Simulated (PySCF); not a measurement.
# Co₂H₄, septet: data card

Computed with UPBE0 in PySCF with Co def2-TZVP, H def2-TZVP; no relativity; density-fitted integrals.

The structure is a minimum.

| Quantity | Value |
| --- | --- |
| Point group | C2h |
| Bond lengths | Co–H 1.569 Å (×2), Co–H 1.750 Å (×2), Co–H 1.756 Å (×2) |
| Bond angles | Co–H–Co 93.0° (×2), H–Co–H 87.0° (×2), H–Co–H 116.8° (×2), H–Co–H 156.2° (×2) |
| Entropy at 298.15 K and 1 bar (electronic part: spin only) | 309.4 J/(mol K) |
| Rotational constants | 4.868, 0.0819, 0.08055 cm⁻¹ |
| Rotational symmetry number | 2 |
| Highest occupied level (α) | -7.12 eV |
| Zero-point energy | 65.1 kJ/mol |
| Heat capacity Cp at 298.15 K | 75.0 J/(mol K) |
| Principal polarisabilities | 38.9, 49.6, 91.9 bohr³ |
| Atomisation energy without zero-point energy | 1141 kJ/mol |
| Spin squared ⟨S²⟩ | 12.028 |
| Dipole moment | 0.00 D |
| Enthalpy at 298.15 K above 0 K | 15.94 kJ/mol |
| Principal quadrupole moments (Buckingham, traceless) about the centre of mass | -13.99, 3.97, 10.02 D Å |
| Lowest empty level (β) | -3.32 eV |

Harmonic modes (masses in u: Co 58.933, H 1.008):
```
symmetry  ω (cm⁻¹)  IR (km/mol)
      ag       241          0.0
      au       262         76.6
      bg       263          0.0
      ag       359          0.0
      bu       403          121
      au       633          213
      bu      1193          504
      ag      1208          0.0
      bu      1269          455
      ag      1401          0.0
      bu      1818          649
      ag      1829          0.0
```

In C2h the vibrations span 5ag + 2au + bg + 4bu. The ag, bg modes carry no infrared intensity, as symmetry demands. With a centre of inversion only u modes can be infrared active and only g modes Raman active.

Charges (e):
```json
{"atom": "Co1", "Mulliken": "0.24", "Löwdin": "0.25", "polar tensor": "0.76", "spin (Mulliken)": "2.89", "Mayer order to Co1": "–"}
{"atom": "Co2", "Mulliken": "0.24", "Löwdin": "0.25", "polar tensor": "0.76", "spin (Mulliken)": "2.89", "Mayer order to Co1": "0.38"}
{"atom": "H3", "Mulliken": "-0.15", "Löwdin": "-0.08", "polar tensor": "-0.37", "spin (Mulliken)": "0.11", "Mayer order to Co1": "0.47"}
{"atom": "H4", "Mulliken": "-0.15", "Löwdin": "-0.08", "polar tensor": "-0.37", "spin (Mulliken)": "0.11", "Mayer order to Co1": "0.44"}
{"atom": "H5", "Mulliken": "-0.09", "Löwdin": "-0.18", "polar tensor": "-0.39", "spin (Mulliken)": "0.00", "Mayer order to Co1": "0.93"}
{"atom": "H6", "Mulliken": "-0.09", "Löwdin": "-0.18", "polar tensor": "-0.39", "spin (Mulliken)": "0.00", "Mayer order to Co1": "0.03"}
```
Other Mayer orders above 0.3: Co–H 0.44, Co–H 0.47, Co–H 0.93.

Mulliken populations on Co1: s 6.85, p 12.56, d 7.35, f 0.00.

This need not be the most stable arrangement of these atoms. Open d and f shells are described by one determinant, and the ground state may have another occupation or spin.

The final relaxation and frequency run took 2.1 min on 4 threads of a shared Arm Neoverse V1 host, with 114 basis functions and 20 gradients; the process peaked at 1.7 GiB. Launch command: `OMP_NUM_THREADS=4 python axn.py task.json out`.
